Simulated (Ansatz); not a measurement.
A calculation with Ansatz (development build ahead of 0.2.0).

```yaml
crystal:
  periodic: [false, false, false]
  atoms:
    - { symbol: Zr, position_ang: [0.0, 0.0, 0.0] }
    - { symbol: Se, position_ang: [0.0, 0.0, 2.54] }
basis:
  gaussian: { orbitals: def2-TZVPP }
magnetization:
  spin_polarized: true
hamiltonian:
  xc: { name: wB97X }
```

The input is written out in the form of the current development build from the run's settings. The basis set brings a core potential for Zr, so the total leaves out those core electrons.

The run gave:

```
Converged                       : yes
Total energy                    : -2448.55873 hartree
Spin squared of the determinant : 0.623
Stability test                  : minimum
```

Caution: other spin multiplicities were not run; the unrestricted determinant is spin contaminated.
